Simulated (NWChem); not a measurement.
System: BeBr2; SMILES [Br][Be][Br]

The following NWChem deck was run.

```
start job
memory heap 200 mb stack 900 mb global 1100 mb
geometry units angstroms noautosym nocenter noautoz
  Be    -0.000004     0.000005    -0.000004
  Br     1.437488     0.320898    -1.282333
  Br    -1.437491    -0.320893     1.282328
end
basis spherical
  Be library aug-cc-pvdz
  Br library aug-cc-pvdz
end
dft
  xc xwpbe 0.80 cpbe96 1.0 hfexch 1.00
  cam 0.2 cam_alpha 0.2 cam_beta 0.8
  iterations 150
end
tddft
  cis
  nroots 6
  notriplet
end
task tddft energy
```

All runs use the structure optimised with PBE0/def2-SVP.

Vertical excitations in the gas phase.

### Question
Give the results of this calculation. (LRC-wPBEh/aug-cc-pVDZ, TDA.) Quantities: lowest excitation, singlet (eV); orbital gap (eV).

### Answer
* **lowest excitation, singlet (eV)**: 6.98
* **orbital gap (eV)**: 11.13
